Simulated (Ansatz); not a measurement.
Reaction (redistribution): `[OH][GeH]([OH])[Cl]` + `FC[SiH2][SiH2]F` → `[OH][GeH]([OH])[CH2]F` + `F[SiH2][SiH2]Cl`

Computed with Ansatz on PBE0-D4/def2-TZVP structures; ΔE is electronic, products minus reactants. CCSD(T)/CBS is the MP2 limit (def2-TZVPP, def2-QZVPP) plus CCSD(T) − MP2 in def2-TZVPP, frozen cores. This one scheme is used for every species. Functionals use def2-TZVPP. For Ge outer-core shells are correlated without core-valence functions, which leaves a few kJ/mol of doubt a bond. Scalar relativity is left out up to krypton. One conformer a species, not always the lowest.

```json
{"species": "`[OH][GeH]([OH])[Cl]`", "r2SCAN energy (Eh)": "-2689.53227"}
{"species": "`FC[SiH2][SiH2]F`", "r2SCAN energy (Eh)": "-820.39178"}
{"species": "`[OH][GeH]([OH])[CH2]F`", "r2SCAN energy (Eh)": "-2368.43417"}
{"species": "`F[SiH2][SiH2]Cl`", "r2SCAN energy (Eh)": "-1141.48829"}
```

(1) Work out ΔE.

Largest T1 diagnostic among the species: 0.012.

## Answers

(1) ΔE = (-2368.43417) + (-1141.48829) − (-2689.53227) − (-820.39178) = 0.00159 Eh = +0.04 eV. CCSD(T)/CBS gives -0.03 eV.

In def2-TZVPP, CCSD(T) changes the Hartree–Fock value by −0.03 eV (the triples alone add +0.01 eV) and MP2 by −0.05 eV.
